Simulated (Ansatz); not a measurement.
`C[Si]1(F)[SiH2]S1` and `C[SiH]1[SiH2]S1` differ in one atom or group.

Ansatz, PBE0-D4/def2-TZVP geometries, multiplicity 1. 

```json
{"property": "HOMO energy (PBE/def2-TZVPP) / eV", "`C[Si]1(F)[SiH2]S1`": "-6.11"}
{"property": "HOMO–LUMO gap (B3LYP/def2-TZVPP) / eV", "`C[Si]1(F)[SiH2]S1`": "6.33"}
{"property": "HOMO energy (ωB97M-V/def2-TZVPP) / eV", "`C[Si]1(F)[SiH2]S1`": "-9.13"}
{"property": "LUMO energy (PBE/def2-TZVPP) / eV", "`C[Si]1(F)[SiH2]S1`": "-1.27"}
{"property": "HOMO–LUMO gap (ωB97M-V/def2-TZVPP) / eV", "`C[Si]1(F)[SiH2]S1`": "10.46"}
{"property": "size of the dipole moment (B3LYP/def2-TZVPP) / D", "`C[Si]1(F)[SiH2]S1`": "2.19"}
```

Question: What does the change do to each property? (Estimate.)

Answer: Computed: 
```json
{"property": "HOMO energy (PBE/def2-TZVPP) / eV", "`C[SiH]1[SiH2]S1`": "-6.03", "shift": "0.08"}
{"property": "HOMO–LUMO gap (B3LYP/def2-TZVPP) / eV", "`C[SiH]1[SiH2]S1`": "6.46", "shift": "0.13"}
{"property": "HOMO energy (ωB97M-V/def2-TZVPP) / eV", "`C[SiH]1[SiH2]S1`": "-8.99", "shift": "0.14"}
{"property": "LUMO energy (PBE/def2-TZVPP) / eV", "`C[SiH]1[SiH2]S1`": "-1.01", "shift": "0.26"}
{"property": "HOMO–LUMO gap (ωB97M-V/def2-TZVPP) / eV", "`C[SiH]1[SiH2]S1`": "10.55", "shift": "0.09"}
{"property": "size of the dipole moment (B3LYP/def2-TZVPP) / D", "`C[SiH]1[SiH2]S1`": "2.03", "shift": "-0.16"}
```

With PBE0 the HOMO rises by 0.13 eV and the LUMO rises by 0.26 eV, so the gap widens by about 0.13 eV. PBE moves the HOMO by 0.08 eV and ωB97M-V by 0.14 eV. Dipoles are sizes alone; their direction can turn.

B3LYP here is the variant with VWN-RPA as its local correlation; programs differ in this.
